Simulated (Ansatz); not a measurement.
Reaction (hydrogenolysis of the Si–N bond): `N[Si](N)(N)F` + H₂ → `N[SiH](N)F` + NH₃

Program: Ansatz. Geometries: PBE0-D4/def2-TZVP. ΔE: electronic, gas phase. CCSD(T)/CBS is the MP2 limit (def2-TZVPP, def2-QZVPP) plus CCSD(T) − MP2 in def2-TZVPP, frozen cores. This one scheme is used for every species. Functionals use def2-TZVPP. B3LYP here is the variant with VWN-RPA as its local correlation; programs differ in this. One conformer a species, not always the lowest.

Is it downhill or uphill in electronic energy at CCSD(T)/CBS, and by how much? (Best estimate.)

Computed: Uphill: ΔE = +45.0 kJ/mol.

What do these levels give: PBE0-D4, B3LYP-D4, r2SCAN0-D4, BLYP, CCSD/def2-SVP, HF/CBS(def2)? (An estimate is asked.)

Computed: PBE0-D4 43.0, B3LYP-D4 46.2, r2SCAN0-D4 48.1, BLYP 33.1, CCSD/def2-SVP 29.3, HF/CBS(def2) 33.2 kJ/mol.

What do rigid-rotor, harmonic-oscillator terms from PBE0-D4/def2-TZVP frequencies (298.15 K, 1 bar) make of the CCSD(T)/CBS value? (An estimate is asked.)

Ansatz gave: ΔZPE = +20.0 kJ/mol, ΔH = +59.6 kJ/mol, ΔS = 6 J/(mol·K), ΔG = +57.8 kJ/mol. Modes under 50 cm⁻¹ make the entropy rough.

Largest T1 diagnostic among the species: 0.010.

From BLYP to BHLYP (50 % exact exchange), in def2-TZVPP and without D4, ΔE moves by +5.8 kJ/mol. At CCSD(T), def2-SVP lies −14.8 kJ/mol from the extrapolated value and def2-TZVPP −2.6 kJ/mol.
